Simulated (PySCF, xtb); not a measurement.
C2H10Si2, SMILES CC[SiH2][SiH3]. One conformer was computed; it need not be the lowest.

Harmonic wavenumbers (cm⁻¹) from GFN2-xTB run with xtb at its own minimum, in rising order: 35, 68, 124, 229, 270, 375, 435, 464, 475, 579, 643, 709, 744, 788, 819, 823, 826, 977, 1019, 1078, 1244, 1288, 1421, 1490, 1511, 1516, 2171, 2183, 2218, 2223, 2238, 2960, 2977, 3007, 3016, 3027.

**Question.** What does ωB97X-D3(BJ)/def2-SVP (PySCF) give at its own minimum? (Estimate from the structure and the level; the computed values follow.)

**Answer.** 60, 106, 132, 221, 263, 372, 439, 503, 575, 656, 676, 754, 806, 900, 946, 955, 962, 989, 993, 1070, 1257, 1273, 1412, 1447, 1483, 1490, 2226, 2230, 2236, 2242, 2247, 3058, 3073, 3125, 3148, 3150. Paired by order, the mean absolute difference is 51 cm⁻¹ and the zero-point energies are 65.7 and 67.9 kcal/mol.
